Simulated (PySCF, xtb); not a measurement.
PbCl, SMILES [Cl][Pb+] (connectivity only; charge and spin as stated), charge +1, multiplicity 1.

Harmonic wavenumbers (cm⁻¹) from GFN2-xTB run with xtb at its own minimum, in rising order: 303.

### Question
What does B3LYP-D3(BJ)/def2-TZVP in PySCF give at its own minimum? (The exact figures need the calculation; the answer reports its results.)

### Answer
373. Paired by order, the mean absolute difference is 70 cm⁻¹ and the zero-point energies are 0.4 and 0.5 kcal/mol.
